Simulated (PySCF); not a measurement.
From one molecule to another.

First species: C6H11OP.
SMILES: `CC[C@H](C)P1(=O)C=C1`

Second species: C₆H₉OPSi.
Structure used (GFN2-xTB), in Å, numbered top down from 1:
```xyz
18
C6H9OPSi angstrom
C      3.5637    1.0602    2.6890
C      2.9050    0.6321    1.7757
C      2.1572    0.1601    0.7446
C      1.5109   -0.2533   -0.1886
C      0.6843   -0.7228   -1.2627
Si    -1.1703   -0.7886   -0.7395
P     -2.4000   -0.9588   -2.5940
O     -1.7256    0.6218   -0.1717
C     -1.2696    1.3737    0.9174
H      4.1371    1.4276    3.4855
H      0.7936   -0.0502   -2.1191
H      1.0296   -1.7094   -1.5796
H     -1.2950   -1.8396    0.2862
H     -1.9421   -2.2267   -2.9021
H     -3.5228   -1.4510   -1.9578
H     -0.3210    1.8552    0.6751
H     -2.0198    2.1336    1.1351
H     -1.1238    0.7424    1.7948
```

Levels: PBE0/pcSseg-1 for dipole moment, HOMO energy, LUMO energy and HOMO–LUMO gap; GFN2-xTB for rotational constant A and rotational constant C. Geometries: GFN2-xTB. Each species is one conformer at its optimised geometry, gas phase, non-relativistic unless stated. Electronic properties by PySCF.

The conformers computed, where there is a choice (atom-mapped SMILES and torsion angles):
- `[CH3:1][CH2:2][C@H:3]([CH3:4])[P:5]1(=[O:6])[CH:7]=[CH:8]1`: C1–C2–C3–C4 176°, C2–C3–P5–O6 52°
- `[CH:1]#[C:2][C:3]#[C:4][CH2:5][Si@H:6]([PH2:7])[O:8][CH3:9]`: C4–C5–Si6–P7 164°, C5–Si6–O8–C9 -59°, H–P7–Si6–C5 67°, H–P7–Si6–C5 160°

Which has the higher rotational constant A?

The second: 2.719 GHz against 2.307 GHz, a difference of 0.412 GHz.

Which has the higher HOMO–LUMO gap?

The first: 6.59 eV against 6.32 eV, a difference of 0.27 eV.

Which of the two has the higher HOMO energy, and by how much?

The second: -6.99 eV against -7.26 eV, a difference of 0.27 eV.

Which of the two has the higher rotational constant C, and by how much?

The first: 1.244 GHz against 0.430 GHz, a difference of 0.814 GHz.

Which of the two has the higher dipole moment, and by how much?

The first: 3.87 D against 0.97 D, a difference of 2.90 D.

On the first: The dipole equals about 12.9 × 10⁻³⁰ C·m (1 D = 3.33564 × 10⁻³⁰ C·m).

On the second: In atomic units the dipole is 0.38 e·bohr (1 au = 2.5417 D).
